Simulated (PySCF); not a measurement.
Sn(Cl)2(Br)(NH2), H2BrCl2NSn, SMILES [Cl][Sn]([Cl])([NH2])[Br], PBE0/def2-SVP optimised geometry. Atoms within 1.6 Å of the plane z = 0.0 Å (x, y, z in Å): Sn2 (-0.77, -1.10, 0.00), Cl3 (1.56, -1.10, 0.00), Cl4 (-1.56, 1.10, 0.00).

Computed with PBE0/def2-TZVP, def2 effective core potentials past Kr run with PySCF. The core electrons that the potentials of Sn replace are not part of the density. Cells within 0.4 Å of a nucleus heavier than hydrogen are left out (blank, or x).

Map of the HOMO amplitude (bohr^(-3/2)) on the plane z = 0.0 Å; orbital energy -8.49 eV, overall sign arbitrary:

```
|5555555555555555566666666665555|
|5555555555555555556666666666555|
|5555555555555555556666666666655|
|5555555555555555555666666666665|
|5555555555555555555666666666666|
|6555555555555555555666666666666|
|6665555555445555555666666666666|
|6666655544444555555566666666666|
|6666665543334455555566666666666|
|6666666543223455555555555555555|
|66666677xxx23455555555555555555|
|66666778xxx34455555555555555555|
|666667899xx55555555555555555555|
|6666677898765555555555555555555|
|6666667788766665555555555555555|
|6666666666666666555544444555555|
|6666666555556666655443334455555|
|5555555544456776665532234455555|
|555555443346xx766666xx224455555|
|55555443226xxx656677xxx34555555|
|55555432116xxx445678xxx55555555|
|5555443210279534567998766555555|
|5555443200012234567888766655555|
|5555443210001134566777766665555|
|5555543321011234556676666666655|
|5555544332222344556666666666665|
|5555554433333445556666666666666|
|6555555444444455556666666666666|
|6655555554445555555666666666666|
|6665555555555555555666666666666|
|6666655555555555555566666666665|
```
Scale: ten equal steps from -0.032 (start of '0') to 0.021 (end of '9'), in the order '0123456789'; x runs from -4.00 to 4.00, y from -4.00 (bottom) to 4.00 (top).
